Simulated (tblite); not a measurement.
Compound: C₇H₁₃O₂S (charge +1).
Numbering: `[CH3:1][O:2][C:3](=[O:4])[C@@H:5]1[CH2:6][CH2:7][CH2:8][S@+:9]1[CH3:10]` (hydrogens: H11, H12, H13 on C1; H14 on C5; H15, H16 on C6; H17, H18 on C7; H19, H20 on C8; H21, H22, H23 on C10)

Cartesian coordinates in Å at the GFN2-xTB level; atoms count from 1:
```
atom  x, y, z in Å
C1     3.6104    0.8328    0.3561
O2     2.3790    0.2189    0.7535
C3     1.3739    0.2234   -0.0891
O4     1.3389    0.7199   -1.1822
C5     0.1762   -0.5313    0.5010
C6    -0.4329   -1.5151   -0.4908
C7    -1.8446   -1.8079   -0.0039
C8    -2.4987   -0.4584    0.2480
S9    -1.1965    0.6175    0.9730
C10   -1.1263    1.9358   -0.2624
H11    3.7384    1.7508    0.9293
H12    3.5960    1.0524   -0.7117
H13    4.4090    0.1332    0.5940
H14    0.4740   -1.0105    1.4356
H15    0.1713   -2.4206   -0.5383
H16   -0.4467   -1.0675   -1.4873
H17   -1.8108   -2.3949    0.9146
H18   -2.4132   -2.3691   -0.7439
H19   -2.8376    0.0076   -0.6751
H20   -3.3232   -0.5113    0.9555
H21   -0.8557    1.5468   -1.2399
H22   -0.3830    2.6618    0.0564
H23   -2.1028    2.4127   -0.2821
```

Method: GFN2-xTB as coded in tblite; computed harmonic values from a numerical Hessian at the method's own geometry, unscaled. Against measured fundamentals such values can be off by several per cent, at times by over 20. One conformer, not necessarily the lowest.

Harmonic wavenumbers (cm⁻¹): 35.4, 43.3, 54.4, 132.4, 155.5, 177.7, 221.2, 243.5, 266.0, 271.0, 299.9, 346.1, 476.6, 510.4, 609.0, 668.8, 701.1, 716.0, 743.9, 830.3, 891.1, 914.9, 928.8, 939.9, 959.1, 992.1, 1003.9, 1035.5, 1079.3, 1103.4, 1109.5, 1122.3, 1146.1, 1166.1, 1192.4, 1210.5, 1225.5, 1245.0, 1299.9, 1315.3, 1322.1, 1379.7, 1392.3, 1417.7, 1423.2, 1428.3, 1440.2, 1464.2, 1473.3, 1781.6, 2982.3, 2991.7, 3007.3, 3008.5, 3011.1, 3020.1, 3023.2, 3029.8, 3032.9, 3036.9, 3040.4, 3054.4, 3056.7.

A = 2088, B = 773.0, C = 679.0 MHz; mass 161.064 u (most abundant isotopes); point group C1, symmetry number 1.

Problem. What is the zero-point energy?

Solution. Half the sum of the wavenumbers: 41600 cm⁻¹ = 118.94 kcal/mol.

Problem. What is S at 298.15 K and 1 bar for an ideal gas of classical rigid rotors and harmonic oscillators?

Solution. Translation 41.16, rotation 30.06, vibration 37.44: S = 108.7 cal/(mol K).

Problem. And Cp and H(298.15 K) − H(0)?

Solution. Cp = 44.29 cal/(mol K), of which vibrations give 36.34 (their classical limit is 63 R = 125.2); H(298.15 K) − H(0) = 7.98 kcal/mol without the zero-point energy, 5.61 from vibrations.

Problem. How do the functions run with temperature in this model?

Solution. 
| T (K) | S (cal/(mol K)) | Cp (cal/(mol K)) | H − H(0) (kcal/mol) | G − H(0) (kcal/mol) | ln q(vib) |
| --- | --- | --- | --- | --- | --- |
| 150 | 84.9 | 27.4 | 2.72 | -10.02 | 4.52 |
| 250 | 101.4 | 38.4 | 5.99 | -19.36 | 7.83 |
| 400 | 123.4 | 56.7 | 13.13 | -36.24 | 12.58 |
| 600 | 150.4 | 76.2 | 26.55 | -63.67 | 18.76 |
| 900 | 185.1 | 94.8 | 52.45 | -114.16 | 27.57 |

q(vib) and H(0) count from the zero-point level.

Problem. Which modes carry the vibrational entropy at 298.15 K?

Solution. 35.4 cm⁻¹: 5.50; 43.3 cm⁻¹: 5.10; 54.4 cm⁻¹: 4.65; 132.4 cm⁻¹: 2.91; 155.5 cm⁻¹: 2.60; 177.7 cm⁻¹: 2.35 cal/(mol K); the other 57 give 14.32 together.

Problem. Blend soft modes into free rotors: weight 1/[1 + (100 cm⁻¹/ν̃)⁴] for the oscillator and the rest for a rotor with moment μB/(μ + B), μ = h/(8π²ν), B = 10⁻⁴⁴ kg m². What vibrational entropy results?

Solution. 33.30 cal/(mol K) in place of 37.44, which changes −T·S at 298.15 K by +1.23 kcal/mol.

Problem. What must be added to the electronic energy to get the Gibbs energy at 298.15 K and 1 bar?

Solution. ZPE + [H(298.15 K) − H(0)] − T·S = 118.94 + 7.98 − 32.40 = 94.52 kcal/mol.

Hindered rotation and anharmonicity are outside this model. Other conformers, if any are populated, would add a mixing term that is left out. The structure is chiral; the term R ln 2 for an equal mix with its mirror image is left out.

Run on an Arm Neoverse V1 with one thread, shared host. The figure is for the frequency step alone.
